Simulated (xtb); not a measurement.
In(OH)3 (H₃InO₃), SMILES [OH][In]([OH])[OH]. All values are semi-empirical tight-binding results from xtb (GFN2-xTB unless named), good for trends rather than for accurate numbers. Coordinates come from a GFN2-xTB optimisation. Other conformers were not sampled.

For metal compounds this method's bond lengths and energies can be far off.

Computed properties:
- point group as xtb finds it = Cs
- orbital gap = 3.68 eV
- zero-point energy = 22.0 kcal/mol
- G − E(el) at 298.15 K (modified RRHO) = 1.6 kcal/mol
